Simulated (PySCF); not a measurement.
VOCl₃, SMILES [Cl][V](=[O])([Cl])[Cl], multiplicity 1. Atoms are numbered in the order given.

```xyz
5

V      0.0000     0.0000    -0.2605
O      0.0000     0.0000    -1.8189
Cl     1.7683     1.0210     0.4028
Cl    -1.7683     1.0210     0.4028
Cl     0.0000    -2.0419     0.4028
```
Charge 0, spin multiplicity 1.

The structure is a stationary point at PBE-D3(BJ)/def2-SVP. The multiplicity is an assumed one; other spin states were not compared.

Level of theory: B3LYP/pcSseg-1 (PySCF).

GIAO shieldings, no solvent; atoms alike by connectivity are averaged. δ = σ(ref) − σ: ¹⁷O against H2O (σ = 333.8 ppm); ³⁵Cl against HCl (σ = 933.3 ppm), references at their B3LYP-D3(BJ)/def2-TZVP geometries, non-relativistic (without spin–orbit terms, shifts of atoms bonded to Cl or Br come out too high).

```
nucleus          atoms  count  δ (ppm)
-------  -------------  -----  -------
¹⁷O                 O2      1   1497.3
³⁵Cl     Cl3, Cl4, Cl5      3   1038.2
```
